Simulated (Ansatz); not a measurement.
`B[SiH](N)Cl`, charge 0, multiplicity 1.

Problem. Give a relaxed structure at PBE0-D4/def2-TZVP (Ansatz). (An estimate is asked.)

Solution. The calculation gave: 
Cartesian coordinates in Å:
```
B 1.332 -0.728 -0.493
Si -0.408 -0.343 0.269
N -0.861 1.149 0.915
Cl -0.278 -0.446 -1.941
H 1.688 -1.856 -0.639
H 2.077 0.186 -0.686
H -1.479 -1.309 0.595
H -1.819 1.397 1.102
H -0.253 1.950 0.877
```
This is one stationary point; other conformers may exist.
